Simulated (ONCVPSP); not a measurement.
# What one change does to a pseudopotential (Ni (Z = 28), ONCV)

```json
{
  "Element": "Ni (Z = 28)",
  "Generator": "ONCVPSP 4.0.1",
  "Type": "optimised norm-conserving Vanderbilt (ONCV)",
  "Functional": "PW91",
  "Relativity": "scalar-relativistic",
  "Frozen core": "[Ne]",
  "Valence charge": "18",
  "Reference configuration": "3s2 3p6 3d8 4s1 4p1",
  "Partial waves": "3s+4s: rc 1.20 bohr, ncon 5, nbas 9, qcut 11 1/bohr, 2 projectors; 3p+4p: rc 1.35 bohr, ncon 3, nbas 7, qcut 10.3 1/bohr, 2 projectors; 3d: rc 1.00 bohr, ncon 4, nbas 9, qcut 19.1 1/bohr, 2 projectors, debl 0.6 Ha",
  "Local potential": "polynomial inside 0.80 bohr (lpopt 3, dvloc0 4 Ha)",
  "Core correction": "Teter function fitted to the true core (icmod 2), fcfact 0.35"
}
```

Change: reference 3s2 3p6 3d8 4s1; wave 3p+4p: rc 1.35 bohr, ncon 3, nbas 7, qcut 10.3 1/bohr, 2 projectors becomes 3p: rc 1.35 bohr, ncon 3, nbas 7, qcut 10.3 1/bohr, 2 projectors, debl 2.7 Ha. In the p channel the program set the typed energies aside and used -2.961, 0.250 Ha. In the d channel the program set the typed energies aside and used -0.662, 0.250 Ha.

Cutoffs: the cutoffs (Ha) at which the residual kinetic energy of the hardest occupied pseudo-wave falls to 1 and 0.1 mHa per electron; they do not see the model core or the augmentation charge, which bear on the density cutoff. Errors are all-electron minus pseudo energies relative to the spin-unpolarised reference configuration.

**Question.** What does the change do?

**Answer.** The potential gets neither clearly harder nor softer (116 Ha and 134 Ha → 116 Ha and 133 Ha); the range in which the p phases agree widens (upper end 1.6 → at the end of the scan); neither file shows a bound ghost.

```csv
quantity,base,changed
"cutoff, loose",116 Ha,116 Ha
"cutoff, tight",134 Ha,133 Ha
loose cutoff by channel,"s 46 Ha, p 37 Ha, d 116 Ha","s 45 Ha, p 37 Ha, d 116 Ha"
bound ghosts,none,none
GHOST(+) flags under 300 eV,p at 82.7 eV,none
"largest error over its own tests, meV",-2.2,-4.0
s: phases at 1.22 bohr within 0.05 rad from the reference energy up to (Ha; the scan ends near 5),to the end of the scan,to the end of the scan
p: phases at 1.37 bohr within 0.05 rad from the reference energy up to (Ha; the scan ends near 5),1.6,to the end of the scan
d: phases at 1.01 bohr within 0.05 rad from the reference energy up to (Ha; the scan ends near 5),to the end of the scan,to the end of the scan
"rms error of d²Exc/dni dnj with the model core, mHa",1.06,1.33
```
